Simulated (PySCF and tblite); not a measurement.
The numbers below are computed, except where a source is named.
C₇H₁₄, numbered as in [CH3:1][CH:2]1[CH2:3][CH2:4][CH2:5][CH2:6][CH2:7]1.

Free energies: PBE0-D3(BJ)/def2-TZVP on PBE0-D3(BJ)/def2-SVP structures plus GFN2-xTB thermal terms, symmetry and mirror images included. Conformers within 4 kcal/mol (GFN2-xTB free energy) were kept, 5 at most. Of two unlike H on one atom, a is the less shielded (PBE0/pcSseg-1). Run with PySCF (density fitting) and tblite.

An NOE distance is ⟨r⁻⁶⟩^(−1/6) over all pairs of like atoms and, for the average, over conformers.

The 6-ring runs over atoms 2–3–4–5–6–7.

```csv
conformer,shape,weight %
1,6-ring chair (all substituents equatorial),96.7
2,6-ring chair (C1 axial),3.3
```

Which H–H contacts under 3.5 Å would NOEs report (pairs on one atom left out) at 298.15 K?


```json
{"pair": "H2 ··· H3a/H7a", "in 1 (Å)": "2.48", "in 2 (Å)": "2.39", "average (Å)": "2.47"}
{"pair": "H4b/H6b ··· H5a", "in 1 (Å)": "2.48", "in 2 (Å)": "2.48", "average (Å)": "2.48"}
{"pair": "H4a/H6a ··· H5b", "in 1 (Å)": "2.48", "in 2 (Å)": "2.48", "average (Å)": "2.48"}
{"pair": "H4a/H6a ··· H5a", "in 1 (Å)": "2.51", "in 2 (Å)": "3.07", "average (Å)": "2.52"}
{"pair": "H1 ··· H2", "in 1 (Å)": "2.61", "in 2 (Å)": "2.59", "average (Å)": "2.61"}
{"pair": "H2 ··· H4b/H6b", "in 1 (Å)": "2.59", "in 2 (Å)": "4.29", "average (Å)": "2.61"}
{"pair": "H3b/H7b ··· H5b", "in 1 (Å)": "2.63", "in 2 (Å)": "4.32", "average (Å)": "2.65"}
{"pair": "H3b/H7b ··· H4a/H6a", "in 1 (Å)": "2.77", "in 2 (Å)": "2.78", "average (Å)": "2.77"}
{"pair": "H3a/H7a ··· H4b/H6b", "in 1 (Å)": "2.77", "in 2 (Å)": "2.75", "average (Å)": "2.77"}
{"pair": "H3a/H7a ··· H4a/H6a", "in 1 (Å)": "2.81", "in 2 (Å)": "3.35", "average (Å)": "2.82"}
{"pair": "H1 ··· H3b/H7b", "in 1 (Å)": "2.90", "in 2 (Å)": "2.87", "average (Å)": "2.90"}
{"pair": "H1 ··· H3a/H7a", "in 1 (Å)": "2.90", "in 2 (Å)": "3.93", "average (Å)": "2.91"}
{"pair": "H2 ··· H3b/H7b", "in 1 (Å)": "3.05", "in 2 (Å)": "2.51", "average (Å)": "3.02"}
{"pair": "H4b/H6b ··· H5b", "in 1 (Å)": "3.07", "in 2 (Å)": "2.51", "average (Å)": "3.03"}
{"pair": "H3b/H7b ··· H4b/H6b", "in 1 (Å)": "3.35", "in 2 (Å)": "2.80", "average (Å)": "3.31"}
```

Longer pairs under the limit may be missing.
